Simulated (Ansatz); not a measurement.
System: CH$_{5}$OSi, charge 0, doublet. CH5OSi (SMILES CO[SiH2], doublet).
B3LYP-D3(BJ)/def2-TZVP minimum from Ansatz (an electronic-structure program):
```xyz
8

Si     1.0241    -0.4397    -0.0542
O     -0.2363     0.6239    -0.0976
C     -1.6044     0.2678     0.0247
H      2.2442     0.3875     0.1323
H      0.8432    -1.3890     1.0880
H     -2.1710     1.1760     0.2283
H     -1.9747    -0.1783    -0.9023
H     -1.7620    -0.4388     0.8456
```
Charge 0, spin multiplicity 2.

Total energies in cc-pV(D+d)Z, 19 correlated electrons, 7 frozen orbitals. Open shells are spin-unrestricted; no spin-orbit coupling. Cores are frozen in correlated methods. No relativity.

```tsv
method	program	energy (Eh)	minus CCSDT(Q) (mEh)
HF	Ansatz	-404.56168	465.33
MP2	Ansatz	-404.97493	52.07
CCSD	Ansatz	-405.01398	13.02
CCSD(T)	Ansatz	-405.02517	1.84
CCSDT(Q)	Ansatz	-405.02701	0.00
```

Rough core times of Ansatz's runs on a shared machine: CCSD(T) under 20 s, CCSDT(Q) 40 min.
